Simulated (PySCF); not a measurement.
## Hg⁺: interval between two levels

Hg⁺ [Xe] 4f14 5d10 6s1 [2S1/2, M_J = 1/2] → Hg⁺ [Xe] 4f14 5d9 6s1 7s1 [4D7/2, M_J = 7/2], as a difference of total energies. Calculation: PySCF 2.14, in x2c-TZVPall-2c with one added diffuse shell each of s, p, d type (12s12p11d2f, 117 functions); the two-component X2C-1e Hamiltonian. Correlated levels: [Kr] 4d10 4f14 frozen; the 34 highest virtual spinors dropped. "Screened" scales the spin-orbit matrix elements by Boettger's factors to mimic the two-electron term; Breit and QED terms are absent.

```tsv
method	interval between two levels (cm⁻¹)
GHF (screened spin-orbit)	125870
GMP2 (screened spin-orbit)	134970
```

The labels give the starting determinants; with spin-orbit coupling the two ends relaxed to ⟨J²⟩ = 0.75, ⟨L²⟩ = 0.19, ⟨S²⟩ = 0.94 and ⟨J²⟩ = 15.76, ⟨L²⟩ = 6.18, ⟨S²⟩ = 3.93.

The promoted electron is Rydberg-like, and one or two diffuse shells describe it only roughly, which tends to raise the upper state.
